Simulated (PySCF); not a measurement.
C4H2ClF, SMILES C#C/C(Cl)=C\F. Atoms are numbered in the order given.

```xyz
8

C      2.2301    -1.1645     0.0000
C      1.1665    -0.5890     0.0000
C     -0.0875     0.1009     0.0000
Cl    -0.0480     1.8372     0.0000
C     -1.2760    -0.5162     0.0000
F     -1.3691    -1.8387     0.0000
H      3.1753    -1.6794     0.0000
H     -2.2355     0.0081     0.0000
```
Charge 0, spin multiplicity 1.

Geometry: ωB97X-D3(BJ)/def2-SVP. The structure was generated by enumeration; whether it is a known compound was not checked.

All values below come from ωB97X-D3(BJ)/def2-SVP run with PySCF.

Frequencies are harmonic and unscaled.

| mode | ν (cm⁻¹) | IR (km/mol) | Raman (Å⁴/amu) | depolarisation | moving atoms (share of kinetic energy) |
|---|---|---|---|---|---|
| 1 | 137 | 1.8 | 9.1 | 0.74 | C 48 %, F 28 %, H 12 %, Cl 12 % |
| 2 | 247 | 4.7 | 4.2 | 0.74 | C 52 %, Cl 24 %, F 18 % |
| 3 | 251 | 2.7 | 3.3 | 0.75 | C 76 %, H 9 % |
| 4 | 292 | 11.0 | 1.2 | 0.75 | C 54 %, H 23 %, F 20 % |
| 5 | 439 | 3.0 | 5.5 | 0.54 | C 44 %, F 38 %, Cl 14 % |
| 6 | 520 | 1.6 | 3.6 | 0.13 | C 46 %, Cl 43 % |
| 7 | 603 | 0.0 | 15.0 | 0.75 | C 88 %, H 12 % |
| 8 | 715 | 35.3 | 6.2 | 0.75 | H 75 %, C 25 % |
| 9 | 762 | 34.9 | 1.5 | 0.71 | H 74 %, C 26 % |
| 10 | 786 | 10.4 | 5.3 | 0.13 | C 87 %, H 8 % |
| 11 | 894 | 12.6 | 4.8 | 0.75 | H 67 %, C 32 % |
| 12 | 1095 | 128.7 | 10.3 | 0.68 | C 82 %, F 8 % |
| 13 | 1232 | 115.5 | 6.3 | 0.33 | C 41 %, F 30 %, H 29 % |
| 14 | 1360 | 8.8 | 21.3 | 0.30 | H 58 %, C 41 % |
| 15 | 1766 | 51.2 | 95.8 | 0.26 | C 94 % |
| 16 | 2272 | 4.9 | 329.9 | 0.27 | C 91 %, H 9 % |
| 17 | 3255 | 3.4 | 78.9 | 0.28 | H 91 %, C 9 % |
| 18 | 3484 | 79.0 | 25.4 | 0.23 | H 85 %, C 15 % |
